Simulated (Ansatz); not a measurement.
Al$_{2}$FH$_{3}$OSi, SMILES `O[SiH]1[AlH][Al]1[F]`. Charge 0, multiplicity 1.

Cartesian coordinates in Å:
```
O 1.759 1.085 1.291
Si 0.430 0.349 0.653
Al -0.105 -1.679 -0.493
Al -1.733 0.259 -0.342
F -3.246 0.924 -0.370
H 1.765 2.044 1.333
H 0.612 0.029 -0.959
H 0.517 -3.011 -1.113
```

Q: Give the diagnostics of a CCSD(T)/def2-TZVPP run (frozen core, Ansatz). (Estimate.)

A: Ansatz gave: T1 = 0.0174, largest single amplitude 0.021, largest double 0.053, (T) share of the correlation energy 4.0 %, 12 CCSD cycles. The RHF solution is stable towards an unrestricted one. T1 lies under the customary mark of 0.02 for closed shells.
